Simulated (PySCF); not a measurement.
C₃H₇NOSi₂, SMILES N#C[SiH2][SiH2]C(C)=O, GFN2-xTB optimised geometry.

```
14

C      3.02    -1.08     0.00
C      1.52    -1.08     0.00
O      0.87    -2.10     0.00
Si     0.55     0.59     0.00
Si    -1.60    -0.27    -0.18
C     -2.74     1.19    -0.45
N     -3.42     2.10    -0.62
H      3.42    -2.09     0.01
H      3.37    -0.52     0.87
H      3.37    -0.55    -0.89
H      1.08     1.41    -1.09
H      0.90     1.28     1.24
H     -2.13    -0.90     1.03
H     -1.85    -1.11    -1.35
```

Density from CAM-B3LYP/def2-TZVP (PySCF) at that geometry.

Minimum of the electron density along straight lines between bonded atoms, close to the bond critical point (lines longer than 1.1 times the sum of covalent radii, or with two minima, are not listed):

| bond | length / Å | ρ at the minimum / e bohr⁻³ | ∇²ρ there / e bohr⁻⁵ | position (fraction from the first atom) |
|---|---|---|---|---|
| C1–C2 | 1.498 | 0.267 | -0.72 | 0.49 |
| C2–O3 | 1.215 | 0.416 | … | 0.34 |
| C2–Si4 | 1.927 | 0.116 | 0.14 | 0.62 |
| Si4–Si5 | 2.316 | 0.101 | -0.19 | 0.48 |
| Si5–C6 | 1.871 | 0.108 | 0.28 | 0.39 |
| C6–N7 | 1.146 | … | … | 0.35 |
| C1–H8 | 1.088 | 0.281 | -0.98 | 0.65 |
| C1–H9 | 1.088 | 0.277 | -0.95 | 0.64 |
| C1–H10 | 1.088 | 0.277 | -0.95 | 0.64 |
| Si4–H11 | 1.469 | 0.124 | 0.17 | 0.49 |
| Si4–H12 | 1.469 | 0.124 | 0.17 | 0.49 |
| Si5–H13 | 1.467 | 0.127 | 0.15 | 0.49 |
| Si5–H14 | 1.466 | 0.127 | 0.15 | 0.49 |

### Question
Fill in the missing entries.

### Answer

- C2–O3, ∇²ρ there / e bohr⁻⁵: -0.12
- C6–N7, ρ at the minimum / e bohr⁻³: 0.509
- C6–N7, ∇²ρ there / e bohr⁻⁵: -0.21
